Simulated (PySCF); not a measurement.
C2H4I, SMILES C[CH]I, multiplicity 2. Atoms are numbered in the order given.

```xyz
7

C     -2.4029     0.2471     0.6139
C     -1.0505     0.8459     0.6190
I      0.5645    -0.1650    -0.1887
H     -3.0665     0.8157     1.2849
H     -2.8641     0.2598    -0.3931
H     -2.3916    -0.8031     0.9462
H     -0.8765     1.9139     0.7664
```
Charge 0, spin multiplicity 2.

Coordinates come from a PBE0-D3(BJ)/def2-SVP optimisation. The isomer is the one that the SMILES or the coordinates give; other isomers of the formula were not compared. The def2 effective core potentials stand for the cores of I; spin–orbit coupling is left out.

Method: PySCF with CAM-B3LYP/def2-TZVPD.

Mulliken values depend strongly on the basis, most of all with diffuse functions as here. ESP charges are fitted to the potential on shells at 1.4 to 2.0 van der Waals radii. Atomic charges (e):

| atom | Mulliken | ESP fit | Mulliken spin |
|---|---|---|---|
| C1 | -0.89 | -0.32 | -0.07 |
| C2 | -0.34 | -0.12 | 0.92 |
| I3 | 0.02 | -0.07 | 0.07 |
| H4 | 0.28 | 0.12 | 0.01 |
| H5 | 0.26 | 0.12 | 0.08 |
| H6 | 0.31 | 0.13 | 0.02 |
| H7 | 0.36 | 0.14 | -0.03 |
